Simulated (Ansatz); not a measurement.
The inner images of a band of BCl3H4OSi (10 atoms, charge 0, multiplicity 1) are given out of order.

Level of theory: RKS LDA/def2-SVP (Ansatz).

Image 0:

```xyz
10
Properties=species:S:1:pos:R:3
B -0.034 -0.188 0.238
Cl 0.219 0.576 1.876
Cl 1.205 0.224 -0.995
Cl -1.746 -0.060 -0.390
O 0.140 -1.711 0.575
Si -0.741 -2.940 -0.307
H 0.005 -4.179 0.097
H -2.164 -3.007 0.145
H -0.533 -2.588 -1.740
H 0.310 -1.752 1.549
```

Image 6:

```xyz
10
Properties=species:S:1:pos:R:3
B -0.102 -0.222 -0.689
Cl 0.273 -1.425 2.826
Cl 0.982 1.127 -0.512
Cl -1.617 -0.039 -1.557
O 0.217 -1.408 -0.140
Si -0.766 -2.817 -0.114
H 0.042 -3.820 0.646
H -2.067 -2.504 0.555
H -0.967 -3.244 -1.538
H 0.664 -1.271 1.573
```

Question: Put them in order from the first end to the last, with their energies above the first end.
A.
```xyz
10
Properties=species:S:1:pos:R:3
B -0.036 -0.284 -0.602
Cl 0.076 -0.997 2.758
Cl 1.148 0.986 -0.505
Cl -1.640 0.040 -1.236
O 0.282 -1.522 -0.181
Si -0.759 -2.884 -0.186
H 0.059 -3.972 0.436
H -1.991 -2.585 0.611
H -1.086 -3.200 -1.616
H 0.607 -1.206 1.570
```
B.
```xyz
10
Properties=species:S:1:pos:R:3
B -0.001 -0.310 -0.012
Cl 0.163 0.068 2.145
Cl 1.335 0.535 -0.787
Cl -1.658 0.069 -0.532
O 0.224 -1.709 0.297
Si -0.757 -2.986 -0.292
H -0.013 -4.222 0.115
H -2.108 -2.939 0.357
H -0.841 -2.855 -1.782
H 0.317 -1.275 1.540
```
C.
```xyz
10
Properties=species:S:1:pos:R:3
B 0.010 -0.406 -0.342
Cl 0.176 -0.082 2.540
Cl 1.349 0.648 -0.681
Cl -1.635 0.093 -0.697
O 0.243 -1.687 0.052
Si -0.783 -3.000 -0.312
H -0.014 -4.214 0.113
H -2.075 -2.891 0.441
H -1.003 -2.981 -1.796
H 0.392 -1.104 1.730
```
D.
```xyz
10
Properties=species:S:1:pos:R:3
B -0.006 -0.175 0.196
Cl 0.063 0.353 1.971
Cl 1.314 0.484 -0.813
Cl -1.661 -0.043 -0.549
O 0.239 -1.712 0.413
Si -0.772 -2.961 -0.283
H -0.027 -4.196 0.134
H -2.132 -2.927 0.336
H -0.744 -2.763 -1.760
H 0.387 -1.684 1.403
```
E.
```xyz
10
Properties=species:S:1:pos:R:3
B -0.003 -0.353 -0.497
Cl 0.089 -0.485 2.712
Cl 1.265 0.833 -0.540
Cl -1.634 0.063 -0.995
O 0.274 -1.616 -0.106
Si -0.775 -2.955 -0.265
H 0.032 -4.118 0.228
H -2.001 -2.750 0.573
H -1.114 -3.104 -1.718
H 0.527 -1.138 1.656
```

Answer: D (+0.03 eV), B (+0.48 eV), C (+0.13 eV), E (+0.05 eV), A (0.00 eV).

Time of the run: 74 s on 4 threads of Arm Neoverse V2 (shared host), peak memory 0.18 GiB.
